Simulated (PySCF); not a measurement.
Vertical excitations of a molecule C5H7F from TDA-PBE/def2-SVPD (PySCF), as energy in eV (oscillator strength): 6.33 (0.028), 6.44 (0.003), 6.50 (0.012), 6.80 (0.046), 6.89 (0.053), 7.38 (0.171), 7.51 (0.019), 7.67 (0.009), 7.72 (0.001), 7.77 (0.002). Lowest triplet (TDA): 4.25 eV. Geometry: B3LYP-D3(BJ)/def2-SVP. One conformer was computed; it need not be the lowest.

Which molecule gave these data?
A) C=CC/C=C\F
B) C[C@H]1CC=C1F
C) CCC=C=CF
D) CC1=CC[C@@H]1F

D, CC1=CC[C@@H]1F
